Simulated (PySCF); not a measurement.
Cl⁺: excitation energy

Cl⁺ [Ne] 3s2 3p4 (3P) → Cl⁺ [Ne] 3s2 3p3 4s1 (5S), as a difference of total energies. Computed with PySCF 2.14 in aug-cc-pwCVTZ (8s7p5d3f, 75 functions), with the non-relativistic Hamiltonian (point nucleus). Correlated levels: valence and next inner shell: 1s2 frozen. The calculations carry no spin-orbit coupling.

```tsv
method	excitation energy (eV)
UHF	12.670
MP2 (valence and next inner shell)	13.070
SCS-MP2 (valence and next inner shell)	13.292
CCSD (valence and next inner shell)	13.206
CCSD(T) (valence and next inner shell)	13.202
```

Problem. How much does correlation contribute at CCSD(T) (valence and next inner shell)?

Solution. 13.202 − (12.670) = 0.532 eV, measured against UHF.

Errors of the correlated levels include the incompleteness of this basis and the frozen core.

For comparison: 13.333 eV (measured; NIST levels, between the centres of gravity of the two terms).
